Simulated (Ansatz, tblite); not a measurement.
Forces on Cd₇Se₇ at its PBE-D4/def2-SVP geometry. Total charge 0; singlet.

In the def2 sets Cd takes a core potential; there is no spin–orbit coupling. The xTB rows come from tblite. B3LYP takes the VWN-RPA correlation. Single mean-field runs in def2-TZVP are fitted with def2-universal-jkfit.

GFN2-xTB (tblite), largest force 1.06 eV/Å:

```xyz
14
positions Å, forces eV/Å
Se    1.276    1.273    2.862    0.017   -0.134   -0.112
Se   -2.843    1.111   -2.398   -0.778    0.305   -0.654
Se   -3.257   -0.006    2.448   -0.087   -0.026    0.170
Se    1.267    3.680   -1.209    0.125    0.147   -0.001
Se    3.313   -0.505   -0.401   -0.127   -0.006    0.120
Se    0.068   -2.917   -2.852    0.070   -0.162   -0.077
Se    0.531   -2.774    1.851    0.071    0.155   -0.040
Cd   -0.740    2.484   -1.826    0.303    0.157    0.103
Cd    1.885    1.644    0.289   -0.005    0.122   -0.069
Cd    2.490   -0.977    2.095    0.362   -0.142    0.304
Cd   -3.120    0.545    0.099    0.003   -0.086    0.345
Cd   -1.373   -0.983   -2.688    0.224   -0.280   -0.005
Cd   -0.696   -0.461    2.376   -0.134    0.017    0.036
Cd    1.199   -2.116   -0.649   -0.042   -0.068   -0.120
```

PBE-D4/def2-TZVP (Ansatz), largest force 0.07 eV/Å:

```
Se 0.000 -0.042 -0.043
Se 0.045 -0.017 0.040
Se 0.037 0.004 -0.046
Se -0.030 -0.050 0.008
Se -0.048 0.001 0.035
Se -0.013 0.048 0.033
Se 0.017 0.054 -0.018
Cd 0.008 -0.012 0.012
Cd -0.012 -0.030 0.008
Cd -0.054 0.021 -0.046
Cd 0.018 -0.004 0.003
Cd 0.012 0.001 0.015
Cd 0.025 0.001 -0.022
Cd -0.003 0.024 0.022
```

B3LYP-D4/def2-TZVP (Ansatz), largest force 0.09 eV/Å:

```
Se -0.006 -0.059 -0.067
Se 0.046 -0.018 0.041
Se 0.035 0.000 -0.027
Se -0.014 -0.040 0.013
Se -0.076 0.003 0.047
Se -0.001 0.032 0.031
Se 0.020 0.081 -0.032
Cd -0.013 0.072 -0.048
Cd 0.060 0.064 0.002
Cd 0.069 -0.027 0.058
Cd -0.086 0.013 0.010
Cd -0.032 -0.034 -0.075
Cd -0.035 -0.013 0.079
Cd 0.034 -0.075 -0.032
```
